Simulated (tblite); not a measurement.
(2-methoxyethoxy)benzene, C₉H₁₂O₂.
Structure used (GFN2-xTB), in Å, numbered top down from 1:
```
atom  x, y, z in Å
C1    -4.5865   -0.1572   -0.2442
O2    -3.2645   -0.6072   -0.3990
C3    -2.3131    0.3309    0.0413
C4    -0.9249   -0.2633   -0.1732
O5     0.0159    0.6874    0.2693
C6     1.3434    0.3831    0.1805
C7     1.8552   -0.8080   -0.3204
C8     3.2263   -1.0044   -0.3617
C9     4.0959   -0.0299    0.0892
C10    3.5856    1.1584    0.5893
C11    2.2230    1.3664    0.6362
H12   -4.8166    0.0464    0.8088
H13   -5.2302   -0.9543   -0.6097
H14   -4.7669    0.7551   -0.8258
H15   -2.4007    1.2719   -0.5226
H16   -2.4540    0.5595    1.1086
H17   -0.8416   -1.1980    0.3964
H18   -0.7904   -0.4867   -1.2395
H19    1.1998   -1.5854   -0.6798
H20    3.6121   -1.9342   -0.7532
H21    5.1625   -0.1920    0.0528
H22    4.2553    1.9275    0.9450
H23    1.8097    2.2852    1.0219
```

Calculated harmonic vibrations of the isolated species, GFN2-xTB (tblite), most abundant isotopes, no scaling. The method is semi-empirical: single wavenumbers can be off by several per cent or more. One conformer, not necessarily the lowest.

Harmonic wavenumbers (cm⁻¹): 31.6, 67.8, 79.6, 87.8, 143.2, 221.3, 222.7, 229.2, 280.2, 378.9, 406.9, 481.4, 491.1, 565.0, 590.0, 656.0, 756.2, 825.5, 840.5, 865.6, 882.1, 921.7, 926.5, 981.7, 1001.5, 1075.3, 1081.5, 1085.5, 1103.7, 1120.2, 1126.8, 1136.2, 1176.9, 1178.6, 1181.3, 1191.9, 1247.2, 1252.7, 1283.6, 1293.3, 1331.1, 1357.1, 1405.8, 1441.3, 1467.5, 1472.2, 1487.2, 1487.9, 1496.5, 1589.0, 1604.2, 2852.5, 2884.1, 2895.3, 2898.6, 2916.2, 2922.2, 3032.6, 3078.3, 3081.3, 3094.9, 3104.2, 3106.2.

A = 4485, B = 404.4, C = 373.6 MHz; mass 152.084 u (most abundant isotopes); point group Cs, symmetry number 1.

Problem. Zero-point energy?

Solution. ½Σν̃ = 41237 cm⁻¹ = 117.90 kcal/mol.

Problem. Give the ideal-gas entropy at 298.15 K and 1 bar in the rigid-rotor, harmonic-oscillator model (classical rotation).

Solution. Translation 40.99, rotation 30.54, vibration 34.59: S = 106.1 cal/(mol K).

Problem. And Cp and H(298.15 K) − H(0)?

Solution. Cp = 42.59 cal/(mol K), of which vibrations give 34.64 (their classical limit is 63 R = 125.2); H(298.15 K) − H(0) = 7.60 kcal/mol without the zero-point energy, 5.23 from vibrations.

Problem. How do the functions run with temperature in this model?

Solution. 
```json
{"T (K)": "100", "S (cal/(mol K))": "74.2", "Cp (cal/(mol K))": "20.7", "H − H(0) (kcal/mol)": "1.44", "G − H(0) (kcal/mol)": "-5.98", "ln q(vib)": "2.48"}
{"T (K)": "200", "S (cal/(mol K))": "91.7", "Cp (cal/(mol K))": "30.9", "H − H(0) (kcal/mol)": "4.01", "G − H(0) (kcal/mol)": "-14.32", "ln q(vib)": "5.63"}
{"T (K)": "300", "S (cal/(mol K))": "106.4", "Cp (cal/(mol K))": "42.8", "H − H(0) (kcal/mol)": "7.68", "G − H(0) (kcal/mol)": "-24.23", "ln q(vib)": "8.63"}
{"T (K)": "500", "S (cal/(mol K))": "134.0", "Cp (cal/(mol K))": "66.6", "H − H(0) (kcal/mol)": "18.71", "G − H(0) (kcal/mol)": "-48.31", "ln q(vib)": "14.55"}
{"T (K)": "800", "S (cal/(mol K))": "170.9", "Cp (cal/(mol K))": "89.9", "H − H(0) (kcal/mol)": "42.51", "G − H(0) (kcal/mol)": "-94.20", "ln q(vib)": "23.31"}
{"T (K)": "1000", "S (cal/(mol K))": "192.1", "Cp (cal/(mol K))": "99.7", "H − H(0) (kcal/mol)": "61.53", "G − H(0) (kcal/mol)": "-130.54", "ln q(vib)": "28.85"}
```

q(vib) and H(0) count from the zero-point level.

Problem. What must be added to the electronic energy to get the Gibbs energy at 298.15 K and 1 bar?

Solution. ZPE + [H(298.15 K) − H(0)] − T·S = 117.90 + 7.60 − 31.64 = 93.86 kcal/mol.

Problem. Which modes carry the vibrational entropy at 298.15 K?

Solution. 31.6 cm⁻¹: 5.73; 67.8 cm⁻¹: 4.22; 79.6 cm⁻¹: 3.90; 87.8 cm⁻¹: 3.71; 143.2 cm⁻¹: 2.76; 221.3 cm⁻¹: 1.95 cal/(mol K); the other 57 give 12.33 together.

Hindered rotation and anharmonicity are outside this model. Other conformers, if any are populated, would add a mixing term that is left out.

Run on one thread of an Arm Neoverse N1, on a shared host. The figure is for the frequency step alone.
